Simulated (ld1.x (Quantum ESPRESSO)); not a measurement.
# Re (Z = 75), TM: configuration errors across variants

* Element: rhenium (Re)
* Generator: ld1.x (Quantum ESPRESSO) 7.5
* Type: norm-conserving Troullier–Martins (Kleinman–Bylander form)
* Functional: Wu–Cohen
* Relativity: scalar-relativistic
* Frozen core: [Kr] 4d10 4f14 5s2
* Valence charge: 13
* Reference configuration: 5p6 5d5 6s2 6p0
* Partial waves: 6s (bound): rc 2.70 bohr; 5p (bound): rc 1.05 bohr; 5d (bound): rc 1.85 bohr
* Local potential: the d channel
* Core correction: none

All-electron excitation energies from the reference (eV): (1) 5p6 5d5 6s1 6p0 9.309; (2) 5p6 5d5 6s0 6p0 25.659; (3) 5p6 5d4 6s0 6p0 52.822; (4) 5p6 5d6 6s1 6p0 0.965; (5) 5p6 5d4 6s2 6p0 10.003; (6) 5p6 5d5 6s1.5 6p0 3.810.

Tests that are not counted but printed errors over 1 eV. “base”: 5p6 5d5 6s0 6p2 (solver errors, printed error -10.1 eV). “all radii scaled by about 1.15 (s 3.10, p 1.20, d 2.12 bohr)”: 5p6 5d5 6s0 6p2 (solver errors, printed error -10.1 eV). “all radii scaled by about 1.24 (s 3.34, p 1.30, d 2.28 bohr)”: 5p6 5d6 6s1 6p0 (solver errors, printed error -1183 eV); 5p6 5d5 6s0 6p2 (pseudo-atom not self-consistent, printed error -1083 eV); 1 more.

A true bound ghost makes a file unfit for plane-wave use even where its test errors are small: the radial tests pick states by their node count and pass the ghost by. Where a test does run into it, the solver fails or the error is huge.

Errors AE − PS in meV (a dash: test not solved or not reliable):

| change | (1) | (2) | (3) | (4) | (5) | (6) | bound ghosts |
| --- | --- | --- | --- | --- | --- | --- | --- |
| base | -10 | -45 | +0.5 | -26 | -8.6 | -3.0 | p, s |
| all radii scaled by about 1.15 (s 3.10, p 1.20, d 2.12 bohr) | -9.6 | -46 | -53 | -13 | -1.2 | -2.7 | p, s |
| all radii scaled by about 1.24 (s 3.34, p 1.30, d 2.28 bohr) | -3.0 | -25 | -99 | – | – | -1.0 | p, s |
| all radii scaled by about 1.35 (s 3.64, p 1.42, d 2.50 bohr) | -12 | -75 | -225 | +21 | +20 | -2.8 | s |

Task: Give the same row for: all radii scaled by about 0.74 (s 2.00, p 0.78, d 1.38 bohr).

Result: -7.8, -28, -8.2, -18, -16, -2.4; bound ghosts: s.
